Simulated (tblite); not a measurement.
Isomers of C5H4FP. Method: GFN2-xTB as coded in tblite; computed harmonic values from a numerical Hessian at the method's own geometry, unscaled. Against measured fundamentals such values can be off by several per cent, at times by over 20. One conformer each.

Electronic energies: GFN2-xTB at the same geometries; isomer energies are rough at this level and their order can be wrong.

```
   SMILES  electronic energy, lowest = 0 (kJ/mol)
Fc1cccpc1                                     0.0
Fc1ccccp1                                     9.7
Fc1ccpcc1                                     3.7
```

**Question.** How do GFN2-xTB zero-point energies change the relative energies?

**Answer.** 
| SMILES | ZPE (kJ/mol) | of it from modes above 1550 cm⁻¹ | electronic (kJ/mol) | with ZPE, lowest = 0 (kJ/mol) | lowest mode (cm⁻¹) | rings |
| --- | --- | --- | --- | --- | --- | --- |
| Fc1cccpc1 | 193.2 | 82.8 | 0.0 | 0.0 | 190 | 1 |
| Fc1ccpcc1 | 193.1 | 82.6 | 3.7 | 3.6 | 164 | 1 |
| Fc1ccccp1 | 193.6 | 82.7 | 9.7 | 10.0 | 167 | 1 |

The zero-point energies span 0.5 kJ/mol, from `Fc1ccpcc1` to `Fc1ccccp1`. The order is unchanged.

**Question.** What do entropy and thermal enthalpy add at 298.15 K and 1 bar (rigid rotor, harmonic oscillator, one conformer each)?

**Answer.** 
```
   SMILES  point group  symmetry number  S (J/(mol K))  H − H(0) (kJ/mol)  ZPE + H − H(0) − TS (kJ/mol)
Fc1cccpc1           Cs                1          324.7              17.93                         114.3
Fc1ccpcc1          C2v                2          318.9              17.93                         115.9
Fc1ccccp1           Cs                1          325.2              18.02                         114.6
```
